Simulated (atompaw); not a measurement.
## Logarithmic derivatives: Al, PAW (atompaw)

aluminium (Al), PAW, made with atompaw 4.2.0.5 (PBE, non-relativistic). Core [Ne], reference 3s2 3p0 (charge +1). Waves: 3s (bound): rc 2.15 bohr; 3s channel at -0.65 Ry: rc 2.15 bohr; 3p (bound, empty): rc 2.70 bohr; 3p channel at 4.3 Ry: rc 2.70 bohr; 3d channel at 0.5 Ry: rc 2.70 bohr; 3d channel at 1.65 Ry: rc 2.70 bohr. Local part: troulliermartins scheme with l = 3 at 0.5 Ry, radius 1.80 bohr. Core correction: smooth core density matched at 1.50 bohr. Augmentation charge: gaussian compensation charge, radius 2.30 bohr; PAW radius 2.70 bohr; waves and projectors: custom rrkj vanderbiltortho.

The phase is arctan(r·u′/u) with u = r·R(r), unwrapped; energies in Ry, scanned from -3 to 5 Ry. A pole is an energy at which the radial function vanishes at the test radius. The pseudo phase is shifted by a multiple of π to meet the all-electron one at the reference energy, and phase errors are pseudo minus all-electron; the curves can meet again beyond the range given. Levels narrower than the energy grid can be missing from the lists of poles.

| channel | radius (bohr) | reference energy (Ry) | poles, all-electron | poles, pseudo | unbroken range about the reference energy with phases within 0.05 rad | phase error 1 Ry above the reference energy (rad) |
| --- | --- | --- | --- | --- | --- | --- |
| s | 2.72 | -1.09 | -0.07 | -0.07, 4.50 | below 2.2 | -0.000 |
| p | 2.72 | -0.67 | 0.69 | 0.67 | below 3.0 | -0.005 |
| d | 2.72 | 0.50 | 1.50 | 1.50 | below 3.3 | -0.000 |

Phases in the p channel:

```tsv
E (Ry)	all-electron	pseudo
-3.00	1.304	1.302
-2.52	1.263	1.260
-2.04	1.195	1.192
-1.56	1.062	1.058
-1.08	0.682	0.679
-0.60	-0.572	-0.573
-0.12	-1.283	-1.286
0.36	-1.493	-1.498
0.84	-1.598	-1.604
1.32	-1.676	-1.684
1.80	-1.754	-1.766
2.28	-1.864	-1.881
2.76	-2.081	-2.111
3.24	-2.762	-2.822
3.72	-3.949	-3.962
4.20	-4.359	-4.359
4.68	-4.508	-4.510
```
